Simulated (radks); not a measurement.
Problem. Spherical quantum dot in the effective-mass picture: electrons in a parabolic well V = omega^2 r^2 / 2 with omega = 0.96, all in effective atomic units (hartree* = m*/eps^2 hartree, bohr* = eps/m* bohr), one dielectric constant everywhere. Calculated with a radial shooting solver with Libxc functionals: non-relativistic Kohn-Sham, r2SCAN, spin-polarised, spherical densities, generalised Kohn-Sham scheme. Levels are named by radial order and angular momentum (1s, 1p, 1d, 2s, ...), and open shells are averaged over m. Results are scaled to m* = 0.612 and eps = 5.9, for which hartree* = 478.4 meV and bohr* = 0.5102 nm. At N = 27 the configuration is 1s2 1p6 1d10 2s2 1f(up 7, down 0). Does electron 28 go into 1f down or 2p up or 2p down?

Solution. Into 1f down. The total energies of the other choices lie higher by 44.5 meV (2p up), 73.6 meV (2p down).
